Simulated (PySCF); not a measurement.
The multiplicity is imposed and other spin states were not computed.

Z-matrix (Å, degrees):
```
Ti
F 1 1.7611
F 1 1.7611 2 120.00
F 1 1.7611 2 120.00 3 179.93
```
Charge 0, spin multiplicity 2.

**Question.** Estimate the charge on the central atom (meta-Löwdin), charge on the central atom (Mulliken), highest occupied spin orbital, dipole moment, spin population on the central atom (Mulliken) and total energy that TPSSh-D3(BJ)/def2-TZVP // PBE-D3(BJ)/def2-SVP (PySCF) returns for this input.

**Answer.** 
The charge on the central atom (meta-Löwdin) comes out as 1.41 e and the charge on the central atom (Mulliken) is 1.41 e. The highest occupied spin orbital is -6.16 eV and the dipole moment is 0.00 D. The spin population on the central atom (Mulliken) is 1.03 and the total energy is -1149.3519 Ha.
